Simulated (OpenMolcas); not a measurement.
## Ru2+ in a point-charge field

Ru2+ among 4 point charges of -2 e arranged as a tetrahedron (Td), 2 Å from the ion.

```
Program             : OpenMolcas
Method              : CASSCF
Basis               : ANO-RCC-VDZP [6s5p3d1f]
Scalar Hamiltonian  : DKH2, point nucleus
Active space        : 6 electrons in 5 orbitals (4d)
State averaging     : 2S+1 = 5 even, 5 roots; 2S+1 = 3 even, 45 roots; 2S+1 = 1 even, 50 roots
Spin-orbit coupling : state interaction with AMFI integrals over the reference wave functions
```

The lowest spin-free states (labels of Td), above the lowest:

| State | Degeneracy | E (cm-1) | Free-ion L (%) |
| --- | --- | --- | --- |
| 5E | 2 | 0.0 | D (100) |
| 5T2 | 3 | 2987 | D (100) |
| 3T1 | 3 | 14854 | H (70) |
| 3E | 2 | 16772 | H (98) |
| 3T1 | 3 | 17617 | P (43) |
| 3T2 | 3 | 17658 | H (66) |
| 3A2 | 1 | 19981 | F (100) |
| 3T1 | 3 | 20128 | H (68) |
| 3T2 | 3 | 20764 | F (54) |
| 3A1 | 1 | 20876 | G (100) |
| 3E | 2 | 21530 | G (97) |
| 3T1 | 3 | 22366 | G (58) |
| 1E | 2 | 23085 | I (86) |
| 1T2 | 3 | 23535 | I (72) |
| 3T1 | 3 | 23734 | P (37) |
| 3T2 | 3 | 24114 | G (84) |
| 1T2 | 3 | 25218 | G (58) |
| 1A2 | 1 | 25312 | I (100) |
| 1A1 | 1 | 26011 | I (54) |
| 1T1 | 3 | 26117 | I (58) |

The lowest levels with spin-orbit coupling:

```csv
E (cm-1),Degeneracy,Label,2S+1
0.0,1,A1,5
86.0,3,T1,5
168.2,2,E,5
332.3,3,T2,5
533.7,1,A2,5
2804,3,T2,5
3330,3,T1,5
3440,2,E,5
3980,3,T2,5
4114,3,T1,5
4237,1,A1,5
14955,3,T2,3
15092,1,A1,3
15118,2,E,3
15195,3,T1,3
16975,3,T2,3
17094,3,T1,3
17206,3,T2,3
17241,2,E,3
17698,1,A2,3
```

Powder χT (cm3 K/mol): 0.149 at 2 K, 0.746 at 10 K, 3.05 at 50 K, 3.82 at 100 K, 4.11 at 200 K, 4.17 at 300 K. The effective moment at 300 K is 2.828 √(χT) = 5.78 μB.

The lowest level has 2S+1 = 5, for which the spin-only value is χT = S(S+1) / 2 = 3.000 cm3 K/mol (g = 2). The computed 4.173 at 300 K differs by +1.173, through orbital momentum, spin-orbit coupling and any other state in reach.

An orbital doublet at a regular site is open to a Jahn-Teller distortion, which this geometry leaves out. Without dynamic correlation the repulsion within the d shell is too large (B by tens of per cent), so at a given field states of lower spin stand too high. Point charges give a weaker field than real ligands, and real ions of this kind are as a rule low spin; the high spin found here belongs to the model. The ground term spreads over less than 5000 cm-1, several times less than with real ligands, so orbital moments are less quenched and χT lies further from the spin-only value than at real sites. This is an electrostatic model: the charges have no orbitals. No measured value stands beside these numbers.
